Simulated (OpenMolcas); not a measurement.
An atom or ion with 62 electrons was computed by SS-RASPT2, IPEA 0.25 Eh, imaginary shift 0.1 Eh with spin-orbit coupling (OpenMolcas, ANO-RCC-VTZP, DKH2). The lowest levels that the run gave, each within 12 % of the measured value where one is at hand:

| J | Parity | E (eV) | g |
| --- | --- | --- | --- |
| 6 | even | 0.0000 | 1.496 |
| 5 | even | 0.271 | 1.497 |
| 4 | even | 0.444 | 1.498 |
| 3 | even | 0.563 | 1.499 |
| 2 | even | 0.644 | 1.500 |
| 1 | even | 0.694 | 1.501 |
| 0 | even | 0.718 |  |
| 4 | even | 2.789 | 1.501 |

Q: Which ion is it, and what are the configurations and terms?

A: Tb3+ (Z = 65, charge +3; active space 8 electrons in 14 orbitals (RAS2 4f; RAS3 5f, at most 2 electrons)). J, parity and g give the terms where levels are pure, and mixed ones are named by the computed weights; the size of the splittings, set against known spectra of the 62-electron sequence, gives the charge. In order, with the measured energies in eV (Martin, Zalubas and Hagan, Atomic Energy Levels: The Rare-Earth Elements, NSRDS-NBS 60 (1978)): 4f8 7F6, 4f8 7F5 (0.2544), 4f8 7F4 (0.4109), 4f8 7F3 (0.5322), 4f8 7F2 (0.6172), 4f8 7F1 (0.6735), 4f8 7F0 (0.7010), 4f8 5D4.

CASPT2 does not keep the components of a term degenerate, so their means are used; among the terms shown or strongly mixed into the levels shown the widest spread is 34 cm-1 (4f8 5D). Each CASPT2 term energy is a mean over a sample of three components. High states are left out of the spin-orbit mixing, which shifts the levels that they would mix with. Terms from blocks run as CI alone lack orbitals of their own. Active for correlation alone: 5f; no level in the range computed is led by a configuration that fills it, so any true level of that kind is missing. Computed and measured levels are paired by configuration, term and J; levels that our copy of the source lacks, or whose pairing is in doubt (as where it misses far off the trend of its configuration), stay unpaired and out of the deviations. Levels of configurations outside the active space are missing.
